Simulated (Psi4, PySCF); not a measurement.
Interaction energy of CH4 ··· CHN (SMILES C and C#N). Monomers: optimised at B3LYP-D3(BJ) (def2-TZVP), held rigid. Orientation: a random orientation, not optimised. R is the distance of the centres of mass, along which the second monomer moves.

Geometry at R = 4.11 Å (first 5 atoms: monomer A):
```
8

C      0.0000     0.0000     0.0000
H     -0.6076     0.8840    -0.1887
H     -0.4400    -0.8578    -0.5068
H      0.0388    -0.1919     1.0714
H      1.0087     0.1657    -0.3759
C      3.7195     2.2275    -0.8368
N      3.3639     1.2819    -1.3782
H      4.0505     3.1075    -0.3329
```

Computed with: RMP2/3-21G = PySCF with restricted MP2 (frozen core)/3-21G, no counterpoise correction; SAPT0/jun-cc-pVDZ, frozen core (Psi4).

Interaction energies in kcal/mol:

```json
[
 {"R / Å": "3.53", "RMP2/3-21G": "-0.91"},
 {"R / Å": "3.73", "RMP2/3-21G": "-1.59"},
 {"R / Å": "3.90", "RMP2/3-21G": "-1.69"},
 {"R / Å": "4.11", "RMP2/3-21G": "-1.49"},
 {"R / Å": "4.35", "RMP2/3-21G": "-1.09"},
 {"R / Å": "4.49", "RMP2/3-21G": "-0.86"},
 {"R / Å": "4.81", "RMP2/3-21G": "-0.44"},
 {"R / Å": "5.07", "RMP2/3-21G": "-0.24"},
 {"R / Å": "5.65", "RMP2/3-21G": "-0.08"},
 {"R / Å": "6.28", "RMP2/3-21G": "-0.04"},
 {"R / Å": "7.30", "RMP2/3-21G": "-0.02"},
 {"R / Å": "8.63", "RMP2/3-21G": "-0.01"}
]
```

Estimate the SAPT0/jun-cc-pVDZ values at these points.

3.53: 1.20; 3.73: 0.24; 3.90: -0.14; 4.11: -0.31; 4.35: -0.33; 4.49: -0.31; 4.81: -0.25; 5.07: -0.19; 5.65: -0.11; 6.28: -0.06; 7.30: -0.02; 8.63: -0.01 (kcal/mol).
